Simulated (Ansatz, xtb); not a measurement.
**C3H8GeNP: which of two isomers lies lower**

We compare X, `N#CC[CH2][GeH2][PH2]`, a singlet, with Y, `C[CH2][Ge@H]([PH2])[C]#N`, a singlet. Both are isolated molecules in the gas phase, relaxed with B3LYP/def2-SVP; each stands in its lowest conformer found.

X (Å):

```xyz
14

C    -0.9226   -3.2136    0.9991
C     0.1074   -2.3153    1.5318
C    -0.4489   -1.1679    2.3969
Ge   -1.6904    0.0992    1.4943
N    -1.7505   -3.9090    0.5823
P    -0.6890    0.8500   -0.5016
H     0.8162   -2.9285    2.1152
H     0.6819   -1.9162    0.6780
H     0.3989   -0.5742    2.7737
H    -0.9710   -1.5753    3.2777
H    -1.8559    1.3216    2.4250
H    -3.0682   -0.5589    1.2698
H    -1.7896    1.6953   -0.8424
H    -1.1759   -0.2430   -1.2842
```

Y (Å):

```json
{"atom": "C", "x (Å)": "-2.0860", "y (Å)": "-1.0907", "z (Å)": "0.2009"}
{"atom": "C", "x (Å)": "-1.0096", "y (Å)": "-0.4659", "z (Å)": "-0.6920"}
{"atom": "C", "x (Å)": "-0.3729", "y (Å)": "1.8030", "z (Å)": "1.3989"}
{"atom": "Ge", "x (Å)": "-0.8205", "y (Å)": "1.4878", "z (Å)": "-0.4723"}
{"atom": "N", "x (Å)": "-0.0905", "y (Å)": "1.9532", "z (Å)": "2.5157"}
{"atom": "P", "x (Å)": "0.8664", "y (Å)": "2.5450", "z (Å)": "-1.7189"}
{"atom": "H", "x (Å)": "-2.1491", "y (Å)": "-2.1792", "z (Å)": "0.0371"}
{"atom": "H", "x (Å)": "-3.0838", "y (Å)": "-0.6698", "z (Å)": "-0.0043"}
{"atom": "H", "x (Å)": "-1.8708", "y (Å)": "-0.9297", "z (Å)": "1.2692"}
{"atom": "H", "x (Å)": "-1.2241", "y (Å)": "-0.6410", "z (Å)": "-1.7599"}
{"atom": "H", "x (Å)": "-0.0195", "y (Å)": "-0.9074", "z (Å)": "-0.4924"}
{"atom": "H", "x (Å)": "-2.1576", "y (Å)": "2.2256", "z (Å)": "-0.6955"}
{"atom": "H", "x (Å)": "0.4133", "y (Å)": "1.9586", "z (Å)": "-2.9441"}
{"atom": "H", "x (Å)": "1.8159", "y (Å)": "1.5032", "z (Å)": "-1.4773"}
```

Question: Estimate which is lower in electronic energy at CCSD(T)/def2-SVP + ΔMP2/def2-TZVPP, and by roughly how much.

Answer: The CCSD(T)/def2-SVP + ΔMP2/def2-TZVPP calculation puts structure Y lower, by 46.4 kJ/mol.

Level by level:

```json
{"level": "B3LYP/def2-SVP", "geometry": "B3LYP/def2-SVP", "E(Y) − E(X) (kJ/mol)": "−33.2", "departure from the last row (kJ/mol)": "+13.2", "job, with rough time for the two": "optimisation, 86 s"}
{"level": "HF/def2-SVP", "geometry": "B3LYP/def2-SVP", "E(Y) − E(X) (kJ/mol)": "−35.4", "departure from the last row (kJ/mol)": "+11.0", "job, with rough time for the two": "part of the CCSD(T) run"}
{"level": "MP2/def2-SVP", "geometry": "B3LYP/def2-SVP", "E(Y) − E(X) (kJ/mol)": "−37.6", "departure from the last row (kJ/mol)": "+8.9", "job, with rough time for the two": "part of the CCSD(T) run"}
{"level": "CCSD(T)/def2-SVP", "geometry": "B3LYP/def2-SVP", "E(Y) − E(X) (kJ/mol)": "−35.7", "departure from the last row (kJ/mol)": "+10.7", "job, with rough time for the two": "single point"}
{"level": "CCSD(T)/def2-SVP + ΔMP2/def2-TZVPP", "geometry": "B3LYP/def2-SVP", "E(Y) − E(X) (kJ/mol)": "−46.4", "departure from the last row (kJ/mol)": "", "job, with rough time for the two": "single point, 96 s"}
```

As drawn, Y has 1 C–Ge, 1 C–H in place of 1 C–C, 1 Ge–H.

None of the levels shown reverses the order. The largest departure from CCSD(T)/def2-SVP + ΔMP2/def2-TZVPP is that of B3LYP/def2-SVP, 13.2 kJ/mol. Levels run at GFN2-xTB geometries aren't shown. The last row adds to CCSD(T) the change of the MP2 difference between the two basis sets, here −10.7 kJ/mol.

With thermal terms from frequencies at re-optimised GFN2-xTB minima (ideal gas, soft modes damped towards free rotors, one conformer each, 298.15 K, 1 atm): on the last row, ΔE + ΔZPE = −41.2, ΔH = −39.0, ΔG = −44.7 kJ/mol.

The correlated steps freeze 18 core orbitals; the filled d shell of Ge is correlated, in a basis made for valence electrons. Mirror images aren't counted in ΔG. Codes used: Ansatz 0.2.0, xtb 6.7.1; the last row on 4 threads of Arm Neoverse V1 on a shared host.
